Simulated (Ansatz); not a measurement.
Cost and result up the ladder for Li₅H₆ (11 atoms). Total charge 0; doublet. Geometry: r2SCAN-D4/def2-TZVP.

```xyz
11

Li    2.412   -0.613    1.356
Li   -1.236    0.669   -0.131
Li   -0.127   -1.573    1.478
Li    0.763   -0.455   -1.082
Li    1.292    1.748   -0.106
H    -0.678   -1.046   -0.107
H     0.031    1.226   -1.236
H    -3.221    1.024   -0.669
H    -2.949    0.702   -1.289
H     2.240    0.203   -0.184
H     1.473   -1.884    1.969
```

Ansatz on 4 threads of Arm Neoverse V2 on a shared host. Times are rough, and most runs start from the orbitals of an earlier one. r2SCAN0-D4/def2-TZVP serves as the yardstick here, not as an exact answer. Binding counts from free atoms at the same level (Li doublet, H doublet; other spins of the atoms weren't run), without zero-point energy or a counterpoise term.

Correlated methods freeze no core orbitals; core or outer-core shells of Li are correlated, in sets that lack core-valence functions. In the doublet, H8 and H9 lie 0.75 Å apart (atoms count from 1), so H2 has formed as a molecule. Another isomer (doublet) lies 0.03 eV lower at PBE0-D4/def2-TZVP; other spin states weren't run for this one.

Correlated methods converge slowly with the basis.

```
                         level  functions  wall time
PBE-D4/def2-TZVP (with forces)        106      1.2 s
             PBE0-D4/def2-TZVP        106      1.4 s
           r2SCAN-D4/def2-TZVP        106      2.1 s
          r2SCAN0-D4/def2-TZVP        106      2.1 s
            CCSD(T)/def2-TZVPP        179    4.8 min
```

(1) Estimate what each level gives for the binding energy per atom (eV).

Results:

(1) 
```tsv
level	binding energy per atom (eV)	difference from r2SCAN0-D4/def2-TZVP (eV)
PBE-D4/def2-TZVP (with forces)	1.89	-0.03
PBE0-D4/def2-TZVP	1.88	-0.04
r2SCAN-D4/def2-TZVP	1.92	0.00
r2SCAN0-D4/def2-TZVP	1.92	0.00
CCSD(T)/def2-TZVPP	1.93	0.01
```
